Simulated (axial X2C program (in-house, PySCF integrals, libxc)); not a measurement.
Worked dissociation energy of ScF: CCSD(T), 2c

All values were computed with an in-house all-electron X2C program for linear molecules (integrals from PySCF). Two-component (2c) means X2C with spin–orbit coupling and atomic mean-field two-electron Coulomb and Gaunt terms. Basis: Sc dyall-cv3z [10s11p7d5f2g], F dyall-av3z [7s6p3d2f] (cores contracted in-house); Gaussian nuclei, density fitting, unrestricted open shells. Masses: Sc 44.956 u, F 18.998 u.

Molecular state: Ω = 1 (⟨Sz⟩ = -1.00, ⟨Lz⟩ = 2.00 at HF).

Correlated methods: 10 electrons correlated (number of frozen shells: Sc 3 s, 2 p; F 1 s), 300 virtual spin orbitals or spinors in MP2, 90 natural virtuals in coupled cluster.

- E(Sc) (2M_J = 1): -763.178751 hartree
- E(F) (2M_J = 3): -99.724198 hartree
- E(ScF) at Re: -863.113243 hartree
- ωe: 619.0 cm⁻¹
- ωexe: 3.06 cm⁻¹

Q: Work out De and D0.

A: De = -763.178751 + (-99.724198) − (-863.113243) = 0.21029 hartree = 5.722 eV. The zero-point energy is ωe/2 − ωexe/4 = 309 cm⁻¹ = 0.038 eV, so D0 = 5.684 eV.

The state is one determinant whose occupation by symmetry is held fixed; it was picked as the lowest of a PBE0 search that is not exhaustive. De is counted from the lowest determinant-based energies of the atoms at the same level, without counterpoise correction. Coupled cluster ran in a truncated set of natural virtual spinors; the MP2 energy of the rest was added. (T) has no such correction and the atoms are truncated less, which lowers De at CCSD(T) by a hundredth of an eV or more. Other states lie close and PBE0, whose exact exchange favours high spin, may order them wrongly; the determinant shown need not be the ground state. The nearest other 2c determinant of the search, Ω = 3, lies 0.02 eV up at the distance of the search. With several unpaired electrons one determinant need not be a pure state. The outer-core s and p shells of the metal are frozen in the correlated rows, which leaves out core–valence correlation; for alkali and alkaline-earth bonds that tends to lengthen them.

Each atomic determinant is the lowest at this level and need not be a pure J level. Totals compare only within one Hamiltonian and basis.
